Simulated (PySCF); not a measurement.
## Radial density of B²⁺ (boron, charge +2)

UHF, [He] 3d1, 2D determinant (an excited configuration). Computed with PySCF 2.14 in aug-cc-pVTZ-DK (5s4p3d2f, 46 functions), with the spin-free X2C one-electron Hamiltonian (Gaussian nucleus).

| r (bohr) | 4πr²ρ (e/bohr) | 4πr²(ρα − ρβ) |
| --- | --- | --- |
| 0.00612 | 0.03138 | 0.0000 |
| 0.0103 | 0.08515 | 0.0000 |
| 0.0173 | 0.2224 | 0.0000 |
| 0.0291 | 0.5578 | 0.0000 |
| 0.0490 | 1.292 | 0.0000 |
| 0.0824 | 2.630 | -0.0001 |
| 0.139 | 4.298 | -0.0001 |
| 0.233 | 4.924 | -0.0001 |
| 0.392 | 3.160 | 0.0001 |
| 0.660 | 0.7847 | 0.0030 |
| 1.11 | 0.07494 | 0.0354 |
| 1.87 | 0.1853 | 0.1852 |
| 3.14 | 0.3177 | 0.3177 |
| 5.28 | 0.09616 | 0.0962 |
| 8.88 | 0.003173 | 0.0032 |

Densities and radii are taken from the X2C orbitals without a picture-change correction, which distorts them close to the nucleus.

The outer electron is Rydberg-like, and this basis confines it to a smaller radius and binds it less than a complete one would.
